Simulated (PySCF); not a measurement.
# Calculated properties of Si(NMe2)Cl3, `CN(C)[Si](Cl)(Cl)Cl`

Compound: Si(NMe2)Cl3, C2H6Cl3NSi.
Bonds: Si1–N2, Si1–Cl11, Si1–Cl12, Si1–Cl13, N2–C3, N2–C4. Hydrogens: H5, H6, H7 on C3; H8, H9, H10 on C4.

**PBE0-D3(BJ)/def2-SVP geometry optimisation, gas phase (PySCF)**

```yaml
Point_group: Cs
Rotational_constants_A_B_C: 1.156, 1.051, 0.945 GHz
```

From B3LYP/def2-SVPD ground state and vertical TDDFT (core frozen in the response) (PySCF):

```yaml
Dipole_moment: 2.66 D
HOMO_energy: -7.03 eV
LUMO_energy: -0.49 eV
HOMO–LUMO_gap: 6.54 eV
Lowest_singlet_excitation: 5.64 eV (220 nm, f = 0.007)
Strongest_line_among_the_10_lowest_singlet_transitions: S4 at 7.02 eV (177 nm, f = 0.100)
Lowest_triplet_excitation_Tamm–Dancoff: 5.43 eV
Static_isotropic_polarisability: 97.9 au
Electronic_spatial_extent_⟨r²⟩_about_the_centre_of_nuclear_charge: 1535 bohr²
```

**KT2/pcSseg-1 ground state and GIAO shieldings, non-relativistic (PySCF)**

```yaml
13C_chemical_shifts_computed_TMS_as_zero_by_class: 38.2 (C3/C4) ppm
1H_chemical_shifts_computed_TMS_as_zero_by_class: 2.66 (H5/H6/H7/H8/H9/H10) ppm
Isotropic_shieldings_of_nuclei_other_than_C_and_H_by_class: 198 (N2), 366 (Si1), 783 (Cl11/Cl12/Cl13) ppm
```

From delta-SCF UKS SCAN, pcX-2 on the ionised atom, pcseg-1 elsewhere, spin-free X2C; 2p3/2 from a spin–orbit splitting computed afterwards within the 2p shell (PySCF):

```yaml
Core_binding_energies: Si2p3/2 109.3 (Si1), Cl2p3/2 206.4 (Cl11/Cl12/Cl13), C1s 292.1 (C3/C4), N1s 405.2 (N2), Si1s 1849.4 (Si1), Cl1s 2828.9 (Cl11/Cl12/Cl13) eV
```

Monoisotopic mass from the formula: 176.9335 u.

In wavenumbers S1 is 45500 cm⁻¹ (1 eV = 8065.54 cm⁻¹). The rotational constants make it an asymmetric top with κ = (2B − A − C)/(A − C) = 0.0, midway between the prolate (−1) and oblate (+1) limits. With B = h/(8π²I), that is 505.379 GHz u Å² over I, the principal moments of inertia are 437.1, 481.0 and 535.0 u Å² (most abundant isotopes). The dipole equals about 8.9 × 10⁻³⁰ C·m (1 D = 3.33564 × 10⁻³⁰ C·m). The vertical singlet–triplet gap S1 − T1 is 0.21 eV (TDDFT singlet less Tamm–Dancoff triplet; S1: HOMO→LUMO, weight 0.99; T1: HOMO→LUMO, weight 0.94). The largest Löwdin shares of the LUMO are 0.23 on Cl13, 0.23 on Cl12, 0.22 on Cl11 and 0.22 on Si1. The largest Löwdin shares of the HOMO are 0.54 on N2, 0.09 on C4, 0.09 on C3 and 0.06 on Cl13.

Geometry: PBE0-D3(BJ)/def2-SVP; no solvent or vibrations. NMR classes are plain means over equivalent atoms (diastereotopic ones count apart unless rotation or inversion swaps them), as if these changed places fast; in this geometry the members of some classes differ.
